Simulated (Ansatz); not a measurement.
This geometry of AlCl2FH2 (6 atoms, charge 0, multiplicity 1) is a first-order saddle point.

Method: RKS revPBE-D4/6-31G* in Ansatz.

```xyz
6
Properties=species:S:1:pos:R:3
Al 0.016 -0.175 -0.008
H 0.016 0.138 1.637
Cl 1.839 0.162 -1.010
Cl -1.830 0.096 -0.990
F 0.048 -1.927 0.839
H 0.038 -1.192 1.603
```

Q: Which two structures does it join? (They come from a converged band through this point; their orientation in space is the band's.)

A: Bonds broken: Al1–H2, F5–H6. Bonds formed: H2–H6. AlCl2FH2 becomes AlCl2F + H2.

Image 0:

```xyz
6
Properties=species:S:1:pos:R:3
Al 0.011 0.034 0.066
H 0.009 0.561 1.576
Cl 1.824 0.102 -1.040
Cl -1.814 0.036 -1.022
F 0.049 -1.902 0.775
H 0.050 -1.730 1.718
```

Image 10:

```xyz
6
Properties=species:S:1:pos:R:3
Al 0.022 -0.723 -0.369
H 0.017 0.205 1.882
Cl 1.820 0.260 -0.825
Cl -1.814 0.194 -0.808
F 0.053 -2.304 0.150
H 0.030 -0.530 2.043
```

Q: How far does it lie above each of them?

A: 0.074 eV above the first and 1.363 eV above the second. This is the barrier of this one path; another mechanism may lie lower. The orbitals stay closed-shell, which can raise the energy where a bond breaks towards radicals; this wasn't checked here.

The run took 2.4 min on 1 thread of AMD EPYC 7R43 64-Core Processor (Zen 3), on a shared host, peak memory 0.18 GiB.
